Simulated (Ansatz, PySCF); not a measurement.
C4H5NO, SMILES Nc1ccco1.

Coordinates come from a B3LYP-D3(BJ)/def2-SVP optimisation. Other conformers were not sampled.

Vertical ionisation energy (IE) and electron affinity (EA) in eV. Rows of orbital energies are one-electron estimates. Where ΔSCF, EOM or ADC give a negative EA the extra electron is unbound and the value depends on the basis.

| level | IE | EA |
|---|---|---|
| −ε(HOMO), −ε(LUMO), PBE0/def2-TZVP (PySCF) | 5.50 | -0.77 |
| −ε(HOMO), −ε(LUMO), PBE/def2-TZVP (PySCF) | 4.46 | 0.16 |
| ΔSCF, CAM-B3LYP/def2-SVPD (Ansatz), final states of multiplicity 2 and 2 | 7.73 | -1.89 |
| ΔSCF, PBE/def2-SVPD (Ansatz), final states of multiplicity 2 and 2 | 7.57 | -1.60 |

Question: What vertical singlet–triplet gap does ΔSCF give with CAM-B3LYP/def2-SVPD (Ansatz, an electronic-structure program) and with PBE/def2-SVPD (Ansatz)? (An estimate is asked for; the answer gives what the named calculation found.)

Answer: 3.84 and 3.80 eV (triplet above singlet where positive).
